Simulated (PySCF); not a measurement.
CdMe(SMe), C2H6CdS (singlet state).
Geometry (PBE0-D3(BJ)/def2-SVP, Å), atoms numbered from 1 in this order:
```
atom  x, y, z in Å
Cd1    0.3167   -0.6898    0.5080
C2     0.2175   -0.5412    2.6083
H3    -0.8249   -0.4188    2.9366
H4     0.8033    0.3210    2.9591
H5     0.6257   -1.4527    3.0699
S6     0.4519   -0.9096   -1.8364
C7    -0.2578    0.6632   -2.4414
H8    -1.3008    0.8040   -2.1240
H9    -0.2437    0.6115   -3.5394
H10    0.3368    1.5358   -2.1362
```

Computed with PBE0-D3(BJ)/def2-SVP geometry optimisation, gas phase, def2 core potentials past Kr (PySCF).

(1) Which atoms are bound to Cd1, and at what distances?

(2) What is the shape at Cd1?

(3) What are the other bond lengths?

(4) Give some angles away from the centre.

(5) What are the rotational constants (commonest isotopes, rigid rotor)?

Results:

(1) 2 atoms: C2 2.108 Å, S6 2.359 Å. The nearest atom not counted as bound is H5, at 2.69 Å (others tie with it).

(2) Linear: angle 178.6°.

(3) C2–H3, C2–H4, C2–H5 1.100 Å; S6–C7 1.828 Å; C7–H8, C7–H9, C7–H10 1.099 Å.

(4) Cd1–S6–C7 103.1°.

(5) A = 13346, B = 1459, C = 1338 MHz: a near-prolate asymmetric top.

Point group: Cs (every atom within 0.08 Å of its image). Charge 0, singlet. Stationary, but not proved a minimum.
